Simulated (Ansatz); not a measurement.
`FB[O][InH2]` + H₂O → `OBF` + `[OH][InH2]` at 298.15 K and 1 bar (formal hydrolysis of a B–O bond).

Computed with Ansatz on PBE0-D4/def2-TZVP structures; ΔE is electronic, products minus reactants. CCSD(T)/CBS is the MP2 limit (def2-TZVPP, def2-QZVPP) plus CCSD(T) − MP2 in def2-TZVPP, frozen cores. This one scheme is used for every species. Elements past krypton have def2 core potentials. For In outer-core shells are correlated without core-valence functions, which leaves a few kJ/mol of doubt a bond. One conformer a species, not always the lowest.

```json
{"species": "`FB[O][InH2]`", "CCSD(T)/CBS energy (Eh)": "-391.48685", "H − E (kJ/mol)": "101.7", "S (J/(mol·K))": "333.1"}
{"species": "H₂O", "CCSD(T)/CBS energy (Eh)": "-76.37941", "H − E (kJ/mol)": "66.4", "S (J/(mol·K))": "188.7"}
{"species": "`OBF`", "CCSD(T)/CBS energy (Eh)": "-201.07426", "H − E (kJ/mol)": "91.0", "S (J/(mol·K))": "252.9"}
{"species": "`[OH][InH2]`", "CCSD(T)/CBS energy (Eh)": "-266.78179", "H − E (kJ/mol)": "78.4", "S (J/(mol·K))": "275.9"}
```

H − E and S are ideal-gas, rigid-rotor, harmonic terms from PBE0-D4/def2-TZVP, for one conformer and one mirror image of each species. 1 Eh = 2625.50 kJ/mol, R = 8.31446 J/(mol·K).

Q: By hand: ΔE, ΔH, ΔS and ΔG.

A: ΔE = (-201.07426) + (-266.78179) − (-391.48685) − (-76.37941) = 0.01021 Eh = 26.8 kJ/mol. Δ(H − E) = 91.0 + 78.4 − 101.7 − 66.4 = 1.3, so ΔH = 28.1 kJ/mol. ΔS = 252.9 + 275.9 − 333.1 − 188.7 = 7.0 J/(mol·K). ΔG = 28.1 − 298.15 × (7.0)/1000 = 26.0 kJ/mol.

Q: By hand: the equilibrium constant, and the temperature at which ΔG would vanish if ΔH and ΔS stayed fixed.

A: log₁₀ K = −ΔG/(RT ln 10) = -4.6. ΔG = 0 at ΔH/ΔS = 4014 K, far beyond where these terms or the molecules hold.

The number of gas molecules stays the same, so ΔS is small and ΔH decides. A doubt of 5 kJ/mol in ΔE shifts log₁₀ K by 0.9 here. Other conformers and mirror images would add mixing entropy, several J/(mol·K) or more a flexible species. These are equilibria of isolated gas molecules and say nothing of rates. Largest T1 diagnostic: 0.017 (customary marks: 0.02 for closed shells, 0.045 for open ones).
